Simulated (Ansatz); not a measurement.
C2H5BO (`BC1CO1`). The species carries charge 0 and has multiplicity 1. The structure was optimised at the PBE0-D4/def2-TZVP level.

```xyz
9

B    -0.553   -1.261    0.009
C     0.004    0.026    0.619
C     0.468    1.015   -0.401
O    -0.663    1.273    0.362
H    -1.428   -1.194   -0.802
H    -0.064   -2.316    0.291
H     0.581    0.039    1.542
H     0.295    0.829   -1.459
H     1.361    1.589   -0.161
```

Task: What is the dipole moment at r2SCAN/def2-TZVPP? (An estimate is asked.)

Result: Computed: 1.66 D, with components (1.62, -0.21, -0.30) D in this frame, pointing from negative to positive charge.

Task: And with PBE, B3LYP, ωB97M-V? (Best estimate.)

Result: Ansatz gave: PBE 1.62 D, B3LYP 1.72 D, ωB97M-V 1.72 D.

Task: Give the Mulliken charges with r2SCAN, B3LYP, ωB97M-V in def2-TZVPP. (Estimate.)

Result: Ansatz gave: 
```json
{"atom": "B1", "r2SCAN": "-0.03", "B3LYP": "-0.09", "ωB97M-V": "-0.18"}
{"atom": "C2", "r2SCAN": "0.07", "B3LYP": "0.05", "ωB97M-V": "0.04"}
{"atom": "C3", "r2SCAN": "0.10", "B3LYP": "0.02", "ωB97M-V": "0.00"}
{"atom": "O4", "r2SCAN": "-0.32", "B3LYP": "-0.33", "ωB97M-V": "-0.31"}
{"atom": "H5", "r2SCAN": "0.02", "B3LYP": "0.04", "ωB97M-V": "0.09"}
{"atom": "H6", "r2SCAN": "0.01", "B3LYP": "0.04", "ωB97M-V": "0.07"}
{"atom": "H7", "r2SCAN": "0.05", "B3LYP": "0.09", "ωB97M-V": "0.10"}
{"atom": "H8", "r2SCAN": "0.05", "B3LYP": "0.09", "ωB97M-V": "0.10"}
{"atom": "H9", "r2SCAN": "0.05", "B3LYP": "0.09", "ωB97M-V": "0.10"}
```

B3LYP here is the variant with VWN-RPA as its local correlation; programs differ in this.
